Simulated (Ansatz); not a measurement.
`B[CH2][Zn][GaH2]` at its PBE0-D4/def2-TZVP geometry, where that method's forces vanish. Total charge 0; spin multiplicity 1.

```xyz
10

B     1.7126   -0.8867   -0.7228
C     0.4757   -1.5965   -0.2758
Zn   -0.4738    0.1336    0.1891
Ga   -1.8104    2.0819    0.8276
H     2.5751   -0.5957    0.0643
H     1.8252   -0.4961   -1.8552
H     0.4508   -2.1192    0.6838
H    -0.2107   -2.0291   -1.0083
H    -2.4009    2.2602    2.2820
H    -2.1437    3.2476   -0.1846
```

**Question.** What forces (eV/Å) does PBE-D4/def2-TZVPP give on these atoms in Ansatz? (Best estimate.)

**Answer.** Ansatz gave: 
```
B1   0.086  0.088 -0.028
C2  -0.003 -0.008  0.003
Zn3 -0.022  0.060  0.010
Ga4  0.048 -0.069 -0.020
H5   0.084  0.022  0.072
H6   0.014  0.029 -0.108
H7  -0.018 -0.100  0.190
H8  -0.147 -0.083 -0.138
H9  -0.030  0.003  0.082
H10 -0.014  0.059 -0.063
```
